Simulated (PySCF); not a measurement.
# SMILES [AsH2][GeH2][AsH2], As₂GeH₆

Geometry:
```
atom   x (Å)   y (Å)   z (Å)
 As1   2.064  -0.103  -0.441
 Ge2  -0.106   0.934  -0.283
 As3  -2.034  -0.288   0.491
  H4   1.439  -1.420  -0.819
  H5   1.988  -0.517   1.005
  H6  -0.449   1.573  -1.634
  H7   0.033   2.215   0.548
  H8  -1.712  -1.423  -0.445
  H9  -1.208  -0.967   1.552
```

Method used: GIAO wB97X-D/3-21G magnetisability, rotational g tensor and spin-rotation constants, non-relativistic, gas phase in PySCF. Geometry: GFN2-xTB.

The calculation is non-relativistic, which matters for the atoms heavier than Zn.

(1) Give the nuclear spin-rotation constants along the inertial axes (H = +C I·J) beside the isotropic shieldings.

Results:

(1) Rotational constants 5.6520, 0.7429, 0.6691 GHz. A star marks the isotopologue with that one atom substituted, in its own axes.
```csv
atom,isotope,Caa (kHz),Cbb (kHz),Ccc (kHz),mean (kHz),σ (ppm)
As1,75As,4.135,0.612,0.459,1.735,2159.8
As3,75As,4.144,0.619,0.453,1.738,2159.5
H4,1H,-0.546,-0.036,-0.059,-0.214,31.2
H5,1H,-0.595,-0.064,-0.027,-0.229,31.2
H6,1H,-0.563,-0.035,-0.017,-0.205,28.7
H7,1H,-0.562,-0.036,-0.017,-0.205,28.7
H8,1H,-0.580,-0.056,-0.036,-0.224,31.2
H9,1H,-0.560,-0.044,-0.050,-0.218,31.2
Ge2,73Ge*,-0.721,-0.103,-0.105,-0.310,2084.3
```
For the geometry as given, no vibrational averaging.
